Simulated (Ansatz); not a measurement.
System: sum formula SiBr$_{2}$Cl, charge 0, multiplicity 2. It need not be the lowest isomer of its formula. 
Structure (B3LYP-D3(BJ)/def2-TZVP (Ansatz, a quantum-chemistry and plane-wave program) minimum search):
```
Si
Cl 1 2.0607
Br 1 2.2341 2 109.41
Br 1 2.2341 2 109.41 3 120.93
```
Charge 0, spin multiplicity 2.

Total electronic energies in hartree. Valence correlation only, unless marked. UHF or UKS for open shells. No spin-orbit coupling. Frozen are the shells of the preceding noble gas and the d and f shells that filled before the atom's block. No relativistic terms. CBS(X,Y): correlation extrapolated as X^-3; Hartree-Fock from the larger set.

```tsv
level	program	energy (Eh)
HF/6-31G	Ansatz	-5892.51307
HF/6-31G*	Ansatz	-5892.71952
HF/def2-QZVPP	Ansatz	-5893.52490
BLYP-D3(BJ)/def2-TZVPD	Ansatz + dftd3	-5898.19828
revPBE/def2-TZVPD	Ansatz	-5897.54919
B97M-V/def2-TZVPD	Ansatz	___
PBE0-D4/def2-TZVP	Ansatz + dftd4	-5897.27539
PBE0/def2-QZVPP	Ansatz	-5897.39749
r2SCANh-D4/def2-TZVPD	Ansatz + dftd4	-5898.05222
LC-wPBE/def2-TZVPD	Ansatz	-5897.19881
wB97X-V/def2-TZVPD	Ansatz	-5897.54320
B2PLYP-D4/def2-TZVPD	Ansatz + dftd4	-5897.05361
PBE-QIDH/def2-TZVPD	Ansatz	-5896.39859
RPA@PBE/def2-TZVPP	Ansatz	-5894.34816
MP2/STO-3G	Ansatz	-5829.67179
MP2/def2-SVP	Ansatz	-5892.94839
MP2/CBS(def2-TZVPP,def2-QZVPP)	Ansatz	-5894.2350
RI-MP2/def2-QZVPP	Ansatz	-5894.18789
SCS-MP2/def2-SVP	Ansatz	-5892.93117
CCSD/6-31G*	Ansatz	-5893.17955
CCSD/def2-QZVPP	Ansatz	-5894.22977
CCSD(T)/6-31G*	Ansatz	-5893.19265
CCSD(T)/CBS(def2-TZVPP,def2-QZVPP)	Ansatz	-5894.3129
```

### Question
Fill in the missing entries.

### Answer

- B97M-V/def2-TZVPD, energy (Eh): -5897.01512
